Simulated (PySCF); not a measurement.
Isomers of [C5H4FS]+ (charge +1), one GFN2-xTB conformer each. Single-point energies are computed at PBE0/pcSseg-1 (PySCF, gas phase, no added dispersion term), electronic only.

Problem. Rank them by PBE0/pcSseg-1 energy, lowest first (kJ/mol).
A. `FC1=CC=CC=[S+]1`
B. `c1cc(F)cc[s+]1`

Solution. B (0.0), A (26.2).

GFN2-xTB itself gives, in the same order: 0.0, 19.5. Both levels put the same isomer lowest.

Problem. Which frontier levels and rotational constants go with these structures?

Solution. 
| SMILES | HOMO (eV, PBE0/pcSseg-1) | LUMO (eV) | A, B, C (MHz) |
| --- | --- | --- | --- |
| Fc1cc[s+]cc1 | -13.96 | -8.11 | 5138, 1808, 1337 |
| Fc1cccc[s+]1 | -13.71 | -8.28 | 3743, 2399, 1462 |

Problem. As an exercise, what shares would exp(−E/RT) give at 1000 K from these electronic energies alone (no entropy, no degeneracies)?

Solution. RT = 8.314 kJ/mol: Fc1cc[s+]cc1 95.9 %, Fc1cccc[s+]1 4.1 %.
